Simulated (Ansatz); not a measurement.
Consider the substitution at a C–C bond: `N=CCS` + `N=CBO` → `OB/C=N/CS` + `C=N`.

Gas-phase electronic energies from Ansatz, PBE0-D4/def2-TZVP geometries. CBS: MP2 limit from def2 TZ/QZ plus the TZ coupled-cluster correction, frozen cores. This one scheme is used for every species. Functionals use def2-TZVPP. B3LYP here is the variant with VWN-RPA as its local correlation; programs differ in this. One conformer a species, not always the lowest.

`N=CCS`:

```xyz
9

N    -0.710    1.715   -0.001
C     0.113    0.758   -0.008
C    -0.311   -0.613   -0.416
S    -0.096   -1.813    0.931
H    -0.266    2.578    0.311
H     1.165    0.857    0.292
H    -1.375   -0.604   -0.656
H     0.241   -0.956   -1.294
H     1.239   -1.921    0.841
```

`N=CBO`:

Cartesian coordinates in Å:
```
N 0.472 -0.839 0.950
C 0.711 0.130 0.161
B -0.517 0.591 -0.741
O -1.658 -0.091 -0.569
H 1.279 -1.108 1.513
H 1.698 0.607 0.114
H -0.478 1.482 -1.538
H -1.506 -0.771 0.110
```

`OB/C=N/CS`:

```xyz
12

O     2.899   -0.885   -0.371
B     1.881   -0.029   -0.612
C     0.557   -0.263    0.187
N    -0.428    0.524    0.020
C    -1.629    0.272    0.765
S    -2.986   -0.223   -0.329
H     3.687   -0.698   -0.887
H     1.986    0.869   -1.398
H     0.478   -1.108    0.893
H    -1.532   -0.548    1.490
H    -1.915    1.183    1.294
H    -2.998    0.907   -1.054
```

`C=N`:

```xyz
5

C    -0.251   -0.111    0.277
N     0.912    0.100   -0.161
H    -1.174    0.051   -0.291
H    -0.370   -0.483    1.297
H     0.883    0.444   -1.122
```

(1) Is it downhill or uphill in electronic energy at CCSD(T)/CBS, and by how much? (An estimate is asked.)

(2) What do these levels give: PBE-D4, r2SCAN-D4, PBE0-D4, B3LYP-D4, ωB97X-V, ωB97M-V, PBE, r2SCAN, MP2/def2-TZVPP, CCSD/def2-TZVPP, SCS-MP2/def2-QZVPP, CCSD/CBS(def2)? (Best estimate.)

Largest T1 diagnostic among the species: 0.014.

## Answers

(1) Ansatz gave: Uphill: ΔE = +0.42 eV.

(2) Ansatz gave: PBE-D4 0.39, r2SCAN-D4 0.41, PBE0-D4 0.42, B3LYP-D4 0.37, ωB97X-V 0.42, ωB97M-V 0.44, PBE 0.40, r2SCAN 0.41, MP2/def2-TZVPP 0.41, CCSD/def2-TZVPP 0.41, SCS-MP2/def2-QZVPP 0.39, CCSD/CBS(def2) 0.42 eV.

In def2-TZVPP, CCSD(T) changes the Hartree–Fock value by +0.04 eV (the triples alone add −0.00 eV) and MP2 by +0.04 eV.
